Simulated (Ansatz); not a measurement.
A nudged elastic band was laid between two geometries of CH11AlN2Si2 (17 atoms, charge 0, multiplicity 1).

Method: RKS B3LYP/6-31G (Ansatz 0.2.0).

```
movable images  : 5
climbing image  : yes
spring          : 5.0 eV/Å²
optimiser       : quadratic models (default)
start path      : IDPP
force threshold : 0.03 eV/Å
iteration limit : 42
end points      : relaxed
```

Image 0:

```xyz
17
Properties=species:S:1:pos:R:3
N -1.556 -2.384 0.417
Al 0.151 -1.915 0.107
N 0.508 -0.209 -0.418
Si 2.167 0.335 -0.824
C -0.588 0.781 -0.603
Si -0.908 1.863 0.980
H -1.828 -3.327 0.664
H -2.355 -1.765 0.391
H 1.317 -2.984 0.266
H 2.670 1.433 0.079
H 2.213 0.872 -2.234
H 3.082 -0.847 -0.701
H -1.524 0.266 -0.861
H -0.376 1.444 -1.456
H -2.020 2.854 0.744
H -1.302 0.967 2.120
H 0.330 2.618 1.369
```

Image 6:

```xyz
17
Properties=species:S:1:pos:R:3
N 1.064 -2.926 0.521
Al -0.277 -1.801 0.127
N 0.052 -0.100 -0.436
Si 1.684 0.529 -0.815
C -1.095 0.829 -0.649
Si -1.477 1.913 0.917
H 0.906 -3.876 0.833
H 2.051 -2.716 0.455
H -1.792 -2.278 0.263
H 2.146 1.624 0.114
H 1.720 1.094 -2.213
H 2.652 -0.616 -0.713
H -2.002 0.258 -0.888
H -0.916 1.480 -1.517
H -2.626 2.858 0.669
H -1.837 1.008 2.063
H -0.273 2.719 1.310
```

What changes between the two ends?

No bond is made or broken. The dihedral N1–Al2–N3–Si4 goes from -177 to 7°.

Give the energies along the band, and the barrier.

The run converged. The highest image is number 3 of 0 to 6, 0.242 eV above the ends, which have the same energy within 2 meV. A vibrational analysis at the climbing image gives one clearly imaginary mode, 84i cm⁻¹: a first-order saddle point. Limits of this set-up: no polarisation functions.

```csv
image,path coordinate (Å),energy (eV),dihedral N1–Al2–N3–Si4 (°)
0,0.00,0.000,-177
1,1.49,0.049,153
2,2.98,0.170,124
3,4.47,0.242,95
4,5.91,0.174,65
5,7.35,0.054,34
6,8.79,-0.001,7
```

What is the geometry of the highest image?


```xyz
17
Properties=species:S:1:pos:R:3
N -0.261 -2.334 1.642
Al 0.063 -1.926 -0.072
N 0.354 -0.188 -0.580
Si 2.018 0.442 -0.703
C -0.770 0.693 -1.000
Si -1.428 1.825 0.436
H -0.417 -3.281 1.967
H -0.312 -1.665 2.401
H 0.054 -3.155 -1.092
H 2.361 1.528 0.286
H 2.291 1.002 -2.078
H 2.926 -0.732 -0.441
H -1.612 0.091 -1.371
H -0.473 1.325 -1.852
H -2.564 2.704 -0.025
H -1.920 0.965 1.566
H -0.328 2.707 0.955
```

What are the harmonic wavenumbers there?

84i, 46, 105, 119, 126, 138, 189, 245, 299, 405, 465, 493, 507, 572, 611, 666, 683, 691, 718, 799, 807, 853, 882, 895, 923, 933, 939, 941, 983, 1079, 1280, 1309, 1519, 1628, 1899, 2123, 2126, 2138, 2151, 2163, 2178, 3001, 3047, 3572, 3681 cm⁻¹.

Run time: 8.5 min on 1 thread of Arm Neoverse V1, on a shared host, peak memory 0.24 GiB.
